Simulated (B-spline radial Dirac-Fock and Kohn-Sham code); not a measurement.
## Pr 3p1/2: cross section and angular parameters

System: neutral praseodymium in the configuration 1s2 2s2 2p6 3s2 3p6 3d10 4s2 4p6 4d10 4f3 5s2 5p6 6s2; threshold 1337.0 eV (tabulated edge). Level of theory: Dirac-Hartree-Slater photoionisation with a Latter tail; cross sections with all multipoles, angular parameters from the dipole term and its interference with E2; an atomic code on a B-spline grid.

Input of the calculation (task.json; shells as n, l, electrons):

```json
{"items": [{
  "Z": 59,
  "q": 0,
  "cfg": [[1, 0, 2], [2, 0, 2], [2, 1, 6], [3, 0, 2], [3, 1, 6], [3, 2, 10], [4, 0, 2], [4, 1, 6], [4, 2, 10], [4, 3, 3], [5, 0, 2], [5, 1, 6], [6, 0, 2]],
  "A": 141,
  "rrms": 4.8919,
  "do": "xps",
  "hv": [67.6, 68.5, 71.4, 122.0, 176.0, 198.0, 200, 300, 302.0, 344.0, 530.0, 646.0, 786.0, 1080.0, 1210.0, 1486.9, 2000, 2200.0, 2230.0, 2320.0, 2780.0, 4000, 5414.7, 6590.0, 7900.0, 8047.8, 8360.0, 11200.0, 12700.0, 15000],
  "edges": {"K": 41991.0, "L1": 6835.0, "L2": 6440.0, "L3": 5964.0, "M1": 1511.0, "M2": 1337.0, "M3": 1242.0, "M4": 948.3, "M5": 928.8, "N1": 304.5, "N2": 236.3, "N3": 217.6, "N4": 115.1, "N5": 115.1}
}]}
```

Command: `python xray2_run.py task.json out`

For linearly polarised light dσ/dΩ = σ/(4π) [1 + β P₂(cos θ) + (δ + γ cos²θ) sin θ cos φ], with θ from the polarisation vector and φ the angle between the beam and the projection of the electron momentum on the plane normal to the polarisation.

```csv
hν (eV),σ (kb),β,γ,δ
1486.9,79.0,0.935,0.336,0.137
2000,53.5,1.456,0.168,0.019
2200,46.2,1.514,0.081,0.010
2230,45.3,1.520,0.071,0.009
2320,42.5,1.537,0.044,0.007
2780,31.1,1.586,-0.018,0.002
4000,15.4,1.600,0.095,0.003
5414.7,8.05,1.567,0.350,0.010
6590,5.11,1.530,0.564,0.017
7900,?,?,?,?
8047.8,3.17,1.484,0.803,0.028
8360,2.88,1.474,0.851,0.030
11200,1.37,1.393,1.240,0.054
12700,0.984,1.353,1.412,0.067
15000,0.628,1.298,1.640,0.088
```

Problem. Give the values at 7900 eV.

Solution. σ = 3.31 kb, β = 1.489, γ = 0.780, δ = 0.027.
